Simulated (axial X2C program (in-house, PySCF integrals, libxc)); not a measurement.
## Which molecule has these constants?

All values come from calculations with an axial X2C code built on PySCF integrals, spin-free (one-electron X2C) or two-component (2c: spin–orbit coupling with atomic mean-field Coulomb and Gaunt terms, which also bring small scalar terms), in Dyall basis sets with cores contracted in-house; open shells are unrestricted.

A two-component CCSD(T) calculation in a Dyall 3-zeta basis gave Re = 2.479 Å, ωe = 255.3 cm⁻¹, De = 3.28 eV, Ω = 0.

Task: Which molecule is it?
A. InSe⁻
B. InO⁻
C. InS⁻

Result: A. The others have InS⁻ 2.356 Å and 378.0 cm⁻¹ (Ω = 0); InO⁻ 1.951 Å and 655.4 cm⁻¹ (Ω = 0).

Frozen shells (counts by l): InSe⁻ In 4s3p2d, Se 3s2p1d, 10 electrons correlated; InS⁻ In 4s3p2d, S 2s1p, 10 electrons correlated; InO⁻ In 4s3p2d, O 1s, 10 electrons correlated. Coupled cluster in natural virtuals with an MP2 remainder. Where the outer core of a metal is frozen, bonds come out longer and ionisation energies lower.

Each entry is the lowest single determinant of a limited PBE0 search at one distance. De goes to single-determinant-based atoms at the same level (for ions the charge split of lowest energy) and is withheld (n/a) where an atom does not fit its ground term or J level. Main or longest-lived isotopes. One determinant is a doubtful description, or other states lie close, for InO⁻; these need not be ground states, and all values refer to the states named.
